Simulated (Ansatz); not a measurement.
Start from `C=C=[N][AlH2]` and change one atom or group to get `C#CN=C=C`.

Ansatz, PBE0-D4/def2-TZVP geometries, multiplicity 1. 

| property | `C=C=[N][AlH2]` |
| --- | --- |
| size of the dipole moment (PBE/def2-TZVPP) / D | 0.04 |
| size of the dipole moment (B3LYP/def2-TZVPP) / D | 0.23 |
| LUMO energy (PBE0/def2-TZVPP) / eV | -1.39 |
| HOMO–LUMO gap (ωB97M-V/def2-TZVPP) / eV | 8.55 |
| zero-point energy (PBE0-D4/def2-TZVP) / kJ/mol | 125.4 |
| HOMO–LUMO gap (PBE/def2-TZVPP) / eV | 3.12 |

(1) What does the change do to each property? (Estimate.)

Answers

(1) The calculation gave: 
| property | `C#CN=C=C` | shift |
| --- | --- | --- |
| size of the dipole moment (PBE/def2-TZVPP) / D | 1.13 | 1.09 |
| size of the dipole moment (B3LYP/def2-TZVPP) / D | 1.23 | 1.00 |
| LUMO energy (PBE0/def2-TZVPP) / eV | -1.35 | 0.04 |
| HOMO–LUMO gap (ωB97M-V/def2-TZVPP) / eV | 9.86 | 1.31 |
| zero-point energy (PBE0-D4/def2-TZVP) / kJ/mol | 140.0 | 14.6 |
| HOMO–LUMO gap (PBE/def2-TZVPP) / eV | 3.48 | 0.36 |

Dipoles are sizes alone; their direction can turn.

B3LYP here is the variant with VWN-RPA as its local correlation; programs differ in this.
